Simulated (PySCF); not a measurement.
C₄H₂BrF, SMILES C#C/C=C(\F)Br.

Geometry: PBE-D3(BJ)/def2-SVP. The structure was generated by enumeration; whether it is a known compound was not checked.

Two levels are set side by side: TDDFT-PBE/def2-SVPD (PySCF) and TDDFT-CAM-B3LYP/def2-SVPD (PySCF). Vertical, same geometry. The lowest singlet is HOMO→LUMO+1 99 % with PBE and HOMO→LUMO+1 74 % with the other functional; states are paired by order. Differences are taken from unrounded values.

```
quantity                               TDDFT-CAM-B3LYP  TDDFT-PBE  TDDFT-PBE minus TDDFT-CAM-B3LYP
-------------------------------------  ---------------  ---------  -------------------------------
lowest singlet excitation (eV)                    5.18       4.46                            -0.71
lowest triplet excitation (TDA) (eV)              3.12       3.09                            -0.03
first bright state (f over 0.05) (eV)             5.28       4.89                            -0.39
its oscillator strength                           0.41       0.33                            -0.08
```

A lower first singlet is the usual sign of a functional without exact exchange. Differences between two approximate levels are no errors against the true value.

Rough cost on one machine, each run with all the roots and properties that it gave: TDDFT-CAM-B3LYP against TDDFT-PBE about 6 times.
